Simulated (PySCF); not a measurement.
CH7NOSi3, SMILES O[Si@H]1N=C([SiH3])[SiH2]1.

Geometry optimised at TPSSh-D3(BJ)/def2-SVP. The structure was generated by enumeration; whether it is a known compound was not checked. Other conformers were not sampled.

Method: SMD-M06-2X/def2-SVP in PySCF.

Solvation free energies are E(SMD) − E(gas) at the gas-phase geometry, for 1 M in both phases. In vacuum the dipole moment is 1.55 D.

Computed solvation free energies in water, ethylethanoate, dimethylsulfoxide:
```csv
solvent,ΔG(solv) (kcal/mol),its non-electrostatic (CDS) part,dipole (D)
water,-3.3,4.4,2.04
ethylethanoate,-3.8,-0.1,1.88
dimethylsulfoxide,-3.3,1.5,2.02
```
